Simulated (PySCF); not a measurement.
`[AsH3+][B@H-](C)COC(C)=O`, C$_{4}$H$_{12}$AsBO$_{2}$

Molfile (atoms numbered from 1):
```
C4H12AsBO2
     RDKit          3D

 20 19  0  0  0  0  0  0  0  0999 V2000
   -2.2372   -1.6715    0.0672 C   0  0  0  0  0  0  0  0  0  0  0  0
   -0.8700   -0.9418   -0.3913 B   0  0  1  0  0  0  0  0  0  0  0  0
   -1.5380    1.0999   -0.8034 As  0  0  0  0  0  4  0  0  0  0  0  0
    0.1975   -0.8223    0.8383 C   0  0  0  0  0  0  0  0  0  0  0  0
    1.5477   -0.4795    0.4596 O   0  0  0  0  0  0  0  0  0  0  0  0
    1.7663    0.7082   -0.0338 C   0  0  0  0  0  0  0  0  0  0  0  0
    3.2143    0.9319   -0.3909 C   0  0  0  0  0  0  0  0  0  0  0  0
    0.9124    1.5686   -0.1675 O   0  0  0  0  0  0  0  0  0  0  0  0
   -2.0682   -2.7138    0.3281 H   0  0  0  0  0  0  0  0  0  0  0  0
   -2.6827   -1.1927    0.9429 H   0  0  0  0  0  0  0  0  0  0  0  0
   -2.9864   -1.6593   -0.7268 H   0  0  0  0  0  0  0  0  0  0  0  0
   -0.3888   -1.3124   -1.4119 H   0  0  0  0  0  0  0  0  0  0  0  0
   -2.9722    1.2361   -1.2416 H   0  0  0  0  0  0  0  0  0  0  0  0
   -1.7151    2.0312    0.3270 H   0  0  0  0  0  0  0  0  0  0  0  0
   -1.0574    2.1257   -1.7501 H   0  0  0  0  0  0  0  0  0  0  0  0
    0.3155   -1.7799    1.3478 H   0  0  0  0  0  0  0  0  0  0  0  0
   -0.1394   -0.0871    1.5838 H   0  0  0  0  0  0  0  0  0  0  0  0
    3.6491    0.0138   -0.7737 H   0  0  0  0  0  0  0  0  0  0  0  0
    3.7567    1.2251    0.5062 H   0  0  0  0  0  0  0  0  0  0  0  0
    3.2908    1.7303   -1.1225 H   0  0  0  0  0  0  0  0  0  0  0  0
  1  2  1  0
  2  3  1  0
  2  4  1  0
  4  5  1  0
  5  6  1  0
  6  7  1  0
  6  8  2  0
  1  9  1  0
  1 10  1  0
  1 11  1  0
  2 12  1  6
  3 13  1  0
  3 14  1  0
  3 15  1  0
  4 16  1  0
  4 17  1  0
  7 18  1  0
  7 19  1  0
  7 20  1  0
M  CHG  2   2  -1   3   1
M  END
```

Method used: PySCF, GIAO BHandHLYP/pcSseg-1 magnetisability, rotational g tensor and spin-rotation constants, non-relativistic, gas phase. Geometry: GFN2-xTB.

The calculation is non-relativistic, which matters for the atoms heavier than Zn.

(1) Give the nuclear spin-rotation constants along the inertial axes (H = +C I·J) beside the isotropic shieldings.

(2) How do the rotational constants and the g tensor change when H9, H10, H11, H12, H13, H14, H15, H16, H17, H18, H19, H20 are replaced by deuterium?

## Answers

(1) Rotational constants 2.0447, 0.9193, 0.6712 GHz. A star marks the isotopologue with that one atom substituted, in its own axes.
| atom | isotope | Caa (kHz) | Cbb (kHz) | Ccc (kHz) | mean (kHz) | σ (ppm) |
| --- | --- | --- | --- | --- | --- | --- |
| B2 | 11B | 0.375 | 0.149 | 0.133 | 0.219 | 111.0 |
| As3 | 75As | 2.491 | 1.041 | 0.845 | 1.459 | 1726.4 |
| H9 | 1H | -0.218 | 0.009 | -0.078 | -0.096 | 31.8 |
| H10 | 1H | -0.216 | -0.103 | -0.001 | -0.106 | 32.1 |
| H11 | 1H | -0.066 | -0.091 | -0.053 | -0.070 | 31.7 |
| H12 | 1H | -0.172 | -0.090 | 0.024 | -0.079 | 29.1 |
| H13 | 1H | 0.048 | -0.091 | -0.069 | -0.037 | 28.8 |
| H14 | 1H | -0.224 | -0.085 | 0.018 | -0.097 | 28.3 |
| H15 | 1H | -0.195 | 0.008 | -0.055 | -0.081 | 27.9 |
| H16 | 1H | -0.228 | 0.062 | -0.072 | -0.079 | 28.0 |
| H17 | 1H | -0.206 | -0.073 | 0.021 | -0.086 | 27.9 |
| H18 | 1H | -0.178 | -0.059 | -0.027 | -0.088 | 29.8 |
| H19 | 1H | -0.083 | -0.112 | -0.019 | -0.071 | 29.6 |
| H20 | 1H | -0.222 | 0.010 | -0.065 | -0.092 | 30.0 |
| C1 | 13C* | 0.248 | 0.102 | 0.086 | 0.145 | 183.4 |
| C4 | 13C* | 0.360 | 0.242 | 0.158 | 0.253 | 114.0 |
| O5 | 17O* | -0.705 | -0.185 | -0.092 | -0.327 | 118.6 |
| C6 | 13C* | 0.888 | 0.445 | 0.180 | 0.504 | -0.2 |
| C7 | 13C* | 0.278 | 0.137 | 0.112 | 0.176 | 162.0 |
| O8 | 17O* | -0.898 | -0.565 | -0.094 | -0.519 | -87.0 |

For the geometry as given, no vibrational averaging.

(2) Constants 1.7114, 0.7982, 0.5866 GHz; g -0.0100, -0.0062, -0.0037, against -0.0124, -0.0070, -0.0043 before.
